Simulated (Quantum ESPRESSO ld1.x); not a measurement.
Values are calculated unless marked as measured or tabulated.
Q: These are the eigenvalues of the occupied orbitals of an atom or ion with whole-number occupations (Ry). Level of theory: scalar-relativistic Kohn-Sham, PBE, spin-unpolarised, spherical densities, point nucleus (ld1.x of Quantum ESPRESSO 7.5).

| orbital | eigenvalue |
|---|---|
| 1s | -2267.88 |
| 2s | -378.714 |
| 2p | -344.185 |
| 3s | -104.212 |
| 3p | -92.9294 |
| 3d | -75.9243 |
| 4s | -43.6434 |
| 4p | -39.6466 |
| 5p | -22.1759 |

Which element is it, and in what charge state? The configuration may be excited.

A: Z = 51, antimony, charge +19: Sb19+ in [Ar] 3d10 4s2 4p1 5p1. The list shows which subshells hold electrons but not how many an open one holds; the 1s level, -1133.9 hartree, gives Z - s = 47.6 by -(Z - s)^2/2, which with screening and relativity narrows Z to a few neighbours, and the depths of the outer levels then fix element, charge and occupations together.
